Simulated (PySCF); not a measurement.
Isomers of C5H11Ga, from PySCF 2.14.0, PBE0-D3(BJ)/def2-SVP geometry optimisation, gas phase. One conformer each, no zero-point energy, no frequencies.

Problem. Which isomer lies lowest at this level?
A. `[CH3:1][C@H:2]1[CH2:3][CH2:4][GaH:5][CH2:6]1` with C1–C2–C3–C4 71°, C2–C3–C4–Ga5 34°, C3–C4–Ga5–C6 -9°, C4–Ga5–C6–C2 -17°: A = 3777, B = 1920, C = 1600 MHz, dipole 0.25 D
B. `[CH3:1][Ga:2]1[CH2:3][CH2:4][CH2:5][CH2:6]1` with C1–Ga2–C3–C4 -167°, Ga2–C3–C4–C5 -37°, C3–C4–C5–C6 52°, C4–C5–C6–Ga2 -36°: A = 5188, B = 1787, C = 1409 MHz, dipole 0.73 D
C. `[CH3:1][GaH:2][CH:3]=[C:4]([CH3:5])[CH3:6]` with C1–Ga2–C3–C4 179°: A = 6276, B = 1057, C = 920.0 MHz, dipole 1.18 D
D. `[CH3:1][GaH:2][CH:3]1[CH2:4][CH2:5][CH2:6]1` with C1–Ga2–C3–C4 35°, Ga2–C3–C4–C5 100°, C3–C4–C5–C6 19°, C4–C5–C6–C3 -19°, Ga2–C3–C6–C5 -100°: A = 4935, B = 1424, C = 1245 MHz, dipole 0.66 D
E. `[CH3:1][C@@H:2]1[CH2:3][CH2:4][CH2:5][GaH:6]1` with C1–C2–C3–C4 -82°, C2–C3–C4–C5 -52°, C3–C4–C5–Ga6 35°, C4–C5–Ga6–C2 -12°: A = 2936, B = 2441, C = 1564 MHz, dipole 0.14 D
F. `[GaH2:1][CH:2]1[CH2:3][CH2:4][CH2:5][CH2:6]1` with H–Ga1–C2–C3 -17° and 164°, Ga1–C2–C3–C4 -80°, C2–C3–C4–C5 -41°, C3–C4–C5–C6 23°, C4–C5–C6–C2 3°: A = 4458, B = 1446, C = 1339 MHz, dipole 0.92 D

Solution. B. That is `[CH3][Ga]1[CH2]CC[CH2]1`, 4.9 kcal/mol below the next.

| SMILES | mapped SMILES | E (Eh) | relative (kcal/mol) | relative (kJ/mol) | dipole (D) |
| --- | --- | --- | --- | --- | --- |
| [CH3][Ga]1[CH2]CC[CH2]1 | [CH3:1][Ga:2]1[CH2:3][CH2:4][CH2:5][CH2:6]1 | -2121.13362 | 0.0 | 0.0 | 0.73 |
| C[C@H]1C[CH2][GaH][CH2]1 | [CH3:1][C@H:2]1[CH2:3][CH2:4][GaH:5][CH2:6]1 | -2121.12574 | 4.9 | 20.7 | 0.25 |
| C[C@@H]1CC[CH2][GaH]1 | [CH3:1][C@@H:2]1[CH2:3][CH2:4][CH2:5][GaH:6]1 | -2121.12077 | 8.1 | 33.7 | 0.14 |
| [GaH2][CH]1CCCC1 | [GaH2:1][CH:2]1[CH2:3][CH2:4][CH2:5][CH2:6]1 | -2121.11422 | 12.2 | 50.9 | 0.92 |
| [CH3][GaH][CH]=C(C)C | [CH3:1][GaH:2][CH:3]=[C:4]([CH3:5])[CH3:6] | -2121.10888 | 15.5 | 64.9 | 1.18 |
| [CH3][GaH][CH]1CCC1 | [CH3:1][GaH:2][CH:3]1[CH2:4][CH2:5][CH2:6]1 | -2121.09363 | 25.1 | 105.0 | 0.66 |

As drawn, the highest has a four-membered ring, which the lowest lacks.
